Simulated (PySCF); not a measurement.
All of these have the formula C5H9NSi2. Computed with TDDFT CAM-B3LYP/def2-SVPD, vertical, gas phase, core orbitals frozen in the response in PySCF 2.14.0, density-fitted response routines. Geometries: GFN2-xTB; one conformer of each isolated species. Triplets are in the Tamm–Dancoff approximation.

A. `N#CC1=C(C[SiH3])C[SiH2]1`
B. `[SiH3][SiH2]c1ccncc1`
C. `c1(ncccc1)[SiH2][SiH3]`

Lowest singlet levels (six at most, fewer where fewer were computed) with oscillator strengths:

1. 264 nm (f 0.006); 243 nm (f 0.000); 226 nm (f 0.091); 200 nm (f 0.167); 181 nm (f 0.040); 180 nm (f 0.011); T1 4.04 eV
2. 257 nm (f 0.008); 234 nm (f 0.000); 226 nm (f 0.041); 200 nm (f 0.081); 182 nm (f 0.553); 178 nm (f 0.105); T1 4.16 eV
3. 223 nm (f 0.318); 213 nm (f 0.001); 200 nm (f 0.000); 190 nm (f 0.003); 188 nm (f 0.007); 180 nm (f 0.003); T1 3.57 eV

Question: Which spectrum belongs to which structure?

Answer: 1 = C, 2 = B, 3 = A.
- A: S1 at 5.56 eV, HOMO→LUMO (92%); Löwdin shares by element: HOMO carbon 55% or more, nitrogen 16% (atoms not listed hold the other 29%); LUMO carbon 59% or more, nitrogen 13% (atoms not listed hold the other 28%); HOMO -8.60 and LUMO -0.24 eV.
- B: S1 at 4.83 eV, HOMO→LUMO (93%); Löwdin shares by element: HOMO nitrogen 52%, carbon 26% or more (atoms not listed hold the other 21%); LUMO carbon 44% or more, nitrogen 19% (atoms not listed hold the other 37%); HOMO -8.80 and LUMO -0.14 eV; point group Cs, 1 of its 6 listed states under f = 0.0005.
- C: S1 at 4.70 eV, HOMO→LUMO (91%); Löwdin shares by element: HOMO nitrogen 49%, carbon 23% or more, silicon 7% or more (atoms not listed hold the other 21%); LUMO carbon 49% or more, nitrogen 19% (atoms not listed hold the other 32%); HOMO -8.65 and LUMO -0.05 eV.
B and C have S1 within 0.14 eV of each other; their strongest listed levels stand at 6.80 eV (f 0.553) and 6.20 eV (f 0.167).
